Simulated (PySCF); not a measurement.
CH₃F₃O₃Sn, SMILES [OH][Sn]([C](F)(F)F)([OH])[OH]. Atoms are numbered in the order given.

```xyz
11

O     -1.7002     0.7080     1.2908
Sn     0.0000     0.0000     0.5899
O      1.4632     1.1184     1.2908
O      0.2369    -1.8264     1.2908
C      0.0000     0.0000    -1.6083
F     -0.2214     1.2252    -2.0831
F      1.1718    -0.4208    -2.0831
F     -0.9503    -0.8044    -2.0831
H     -2.1650     0.0363     1.8060
H      1.1139     1.8568     1.8060
H      1.0510    -1.8931     1.8060
```
Charge 0, spin multiplicity 1.

Geometry optimised at PBE0-D3(BJ)/def2-SVP. The def2 effective core potentials stand for the cores of Sn; spin–orbit coupling is left out. Other conformers were not sampled.

The numbers are results of PBE0/def2-TZVP run with PySCF, not measurements.

ESP charges are fitted to the potential on shells at 1.4 to 2.0 van der Waals radii. Atomic charges (e):

```
atom  Löwdin  ESP fit
----  ------  -------
O1     -0.33        …
Sn2     0.68        …
O3     -0.33        …
O4     -0.33        …
C5     -0.81     0.41
F6      0.20        …
F7      0.20        …
F8      0.20        …
H9      0.17     0.43
H10     0.17     0.43
H11     0.17     0.43
```

Question: Complete the blanks. (The exact figures need the calculation; the answer reports its results.)

Answer: 
- O1, ESP fit: -0.73
- Sn2, ESP fit: 0.99
- O3, ESP fit: -0.73
- O4, ESP fit: -0.73
- F6, ESP fit: -0.16
- F7, ESP fit: -0.16
- F8, ESP fit: -0.16
